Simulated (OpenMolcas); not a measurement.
# Cr III: from CASSCF to CASPT2

* Program: OpenMolcas
* Basis: ANO-RCC-VTZP [6s5p3d2f1g]
* Scalar Hamiltonian: DKH2, point nucleus
* Active space: 4 electrons in 5 orbitals (3d)
* State averaging: 2S+1 = 5 even, 5 roots; 2S+1 = 3 even, 45 roots; 2S+1 = 1 even, 50 roots
* Spin-orbit coupling: state interaction with AMFI integrals over the reference wave functions, term energies averaged over their components

Methods on the same reference wave functions:
A. CASSCF
B. SS-CASPT2, IPEA 0.25 Eh, imaginary shift 0.1 Eh (closed shells correlated: 3s 3p)
C. MS-CASPT2, IPEA 0.25 Eh, imaginary shift 0.1 Eh (closed shells correlated: 3s 3p)
D. XMS-CASPT2, IPEA 0.25 Eh, imaginary shift 0.1 Eh (closed shells correlated: 3s 3p)

Energies in cm-1 above 3d4 5D0, the measured ground level; measured values from Sugar and Corliss, J. Phys. Chem. Ref. Data 6, 317 (1977).

```tsv
Level	A	B	C	D	Measured
3d4 5D0	0.0	0.0	0.0	0.0	0.0
3d4 5D1	64.8	65.9	66.0	65.7	62.2
3d4 5D2	193	195	195	194	183
3d4 5D3	379	383	383	382	357
3d4 5D4	621	623	624	623	576
3d4 3H4	20113	17530	17530	18660	17274
3d4 3H5	20245	17670	17670	18800	17397
3d4 3H6	20397	17830	17830	18950	17531
3d4 3P0(1)	21815	16790	16780	17980	16771
3d4 3P1(1)	22196	17180	17170	18370	17169
3d4 3P2(1)	22898	17880	17870	19080	17851
3d4 3F2(1)	23108	18710	18690	19870	18452
3d4 3F3(1)	23161	18760	18760	19930	18511
3d4 3F4(1)	23240	18840	18840	20010	18583
3d4 3G3	25343	21210	21210	22320	20704
3d4 3G4	25505	21370	21370	22480	20853
3d4 3G5	25653	21530	21530	22630	20996
3d4 1I6	30170	26500	26500	27630	26015
3d4 1G4(1)	31770	26010	26000	26560	25139
3d4 3D3	32737	26420	26430	27540	25726
3d4 3D2	32792	26480	26480	27600	25781
3d4 3D1	32847	26540	26540	27650	25848
3d4 1S0(1)	36881	28090	28070	29380	27372
3d4 1D2(1)	39486	33170	33170	33710	32152
```

Deviations, from unrounded energies. A percentage is the sum of absolute deviations over the sum of measured energies, with the sign that they share, or ± where signs differ.

```json
{"Against measurement": "mean absolute deviation (cm-1)", "Levels": "23", "A": "4400", "B": "370", "C": "370", "D": "1300"}
{"Against measurement": "fine structure of the ground term (%)", "Levels": "4", "A": "+6.8", "B": "+7.6", "C": "+7.6", "D": "+7.4"}
{"Against measurement": "other terms of the ground configuration (%)", "Levels": "19", "A": "+24.4", "B": "+2.0", "C": "+2.0", "D": "+7.1"}
```

B, C lie about equally close to measurement and A furthest from it. The largest miss of C in the table is 3d4 1D2(1), by +1000 cm-1. The ranking rests on the paired levels alone, and a cruder setting can come out closer through cancelling errors.

Among B to D the level of the table that moves most is 3d4 1S0(1), by 1300 cm-1 (lowest in C, highest in D). Moves below CASPT2's spread within the term are not significant.

The mean deviations of B to D differ by less than CASPT2's widest spread within a term (1500 cm-1), so their order carries little weight.

From A to B the spin-free energies of the other terms of 3d4 shown, above 5D, scale by factors of 0.76 to 0.88, as is usual when dynamic correlation screens the repulsion within a d or f shell.

The lowest spin-free term lies below A's lowest term by 0.382 hartree in B, 0.382 hartree in C, 0.389 hartree in D.

CASPT2 breaks the degeneracy within a term, and the mean is taken; among the terms shown or strongly mixed into the levels shown the widest spread is 1500 cm-1 (3d4 1G(1), D). The CASPT2 spread within a term exceeds the gap to the next term for 3d4 3D and 3d4 1I, so the order of their levels is uncertain (figures for B; the like holds for C, D). Without dynamic correlation excited terms often stand tens of per cent too high (terms of higher spin than the ground term too low), and those without a measured partner can miss by more than the paired ones (holds for A). Computed and measured levels are paired by configuration, term and J; levels that our copy of the source lacks, or whose pairing is in doubt (as where it misses far off the trend of its configuration), stay unpaired and out of the deviations. Levels of configurations outside the active space are missing. Levels that lie high or do not pair safely by name in every column are left out.

A number in round brackets counts repeated terms of one configuration in the order of the reference energies.
